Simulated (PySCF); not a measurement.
CH7BN2.
Atom-mapped SMILES: `[CH3:1][B:2]([NH2:3])[NH2:4]` (hydrogens: H5, H6, H7 on C1; H8, H9 on N3; H10, H11 on N4)

Method: PySCF, PBE0-D3(BJ)/def2-SVP geometry optimisation, gas phase; density fitting, grid level 1; the optimiser is geomeTRIC in internal coordinates, started from a GFN2-xTB structure with every atom displaced at random (about 0.01 Å).

Step 0: E = -4800.8600 eV
```
atom  x, y, z in Å  |  force x, y, z in eV/Å
C1     -1.1112   -0.8289    0.0821   -0.550   1.896  -0.378
B2      0.1573    0.1167   -0.0227   -0.341  -0.011  -0.046
N3      1.4124   -0.4248    0.2293    2.362   0.061   0.239
N4      0.0792    1.4817   -0.3610   -3.201  -0.589  -0.182
H5     -1.3399   -1.0836    1.1006   -0.085  -0.297   0.968
H6     -1.0054   -1.7271   -0.4758    0.259  -1.233  -0.696
H7     -2.0128   -0.3167   -0.3084    0.098  -0.119   0.035
H8      2.3008    0.1126    0.1968   -1.073  -0.537   0.021
H9      1.5734   -1.3791    0.5023   -0.094  -0.195   0.018
H10    -0.8354    1.9212   -0.5383    0.839  -0.333   0.128
H11     0.8197    2.1022   -0.4205    1.786   1.358  -0.106
```

Question: Estimate the geometry and energy of step 1. (The exact step hangs on the optimiser's Hessian estimate; all steps are aligned on step 0, rigid shifts and turns removed.)

Answer: E = -4800.9836 eV, largest force 0.724 eV/Å
```
atom  x, y, z in Å  |  force x, y, z in eV/Å
C1     -1.1152   -0.7932    0.0715   -0.073  -0.197   0.011
B2      0.1849    0.1085   -0.0509   -0.128  -0.158  -0.048
N3      1.4700   -0.4618    0.1577   -0.035   0.295   0.109
N4      0.0355    1.4873   -0.3365    0.653   0.312  -0.009
H5     -1.2595   -1.0756    1.1324    0.021  -0.025  -0.124
H6     -1.0606   -1.7340   -0.5086    0.078   0.121   0.099
H7     -2.0308   -0.2729   -0.2423   -0.061   0.044  -0.048
H8      2.2520    0.1282    0.4048    0.177  -0.081  -0.142
H9      1.5976   -1.4240    0.4262   -0.036  -0.076   0.096
H10    -0.8491    1.8718   -0.6153   -0.223   0.117   0.015
H11     0.8132    2.1398   -0.4545   -0.373  -0.352   0.041
```

The energy changes by -0.1236 eV. The first-order estimate −F·Δx gives -0.4399 eV and the mean of the old and new forces, exact on a quadratic surface, -0.1566 eV. The step makes an angle of 75° with the force vector and moves no atom by more than 0.214 Å.

The cost below is that of the whole optimisation. On one thread of an Arm Neoverse V1, no GPU (shared host), this took 21 s wall and 0.39 GiB of memory at its peak.
